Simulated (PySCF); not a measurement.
Ionisation energy of Hg⁷⁹⁺ by level of theory

Hg⁷⁹⁺ 1s1 [1s1/2^1, M_J = 1/2] → Hg⁸⁰⁺ (bare nucleus), as a difference of total energies. Calculation: PySCF 2.14, in an uncontracted even-tempered set (14 s from 290 bohr⁻², ratio 2.4; 11 p from 380 bohr⁻², ratio 2.4; 3 d from 1200 bohr⁻², ratio 2.6; 3 f from 1700 bohr⁻², ratio 2.6); the two-component X2C-1e Hamiltonian. "Screened" scales the spin-orbit matrix elements by Boettger's factors to mimic the two-electron term; Breit and QED terms are absent.

```csv
method,ionisation energy (eV)
GHF (screened spin-orbit),96060.8
GHF (bare spin-orbit),96060.8
```

For one electron Hartree-Fock is exact for this Hamiltonian up to the basis; QED and nuclear recoil make up the gap, and the density functionals add self-interaction.

For comparison: 95898.19 ± 0.22 eV (theoretical estimate listed by NIST; NIST Atomic Spectra Database, ionization energies).
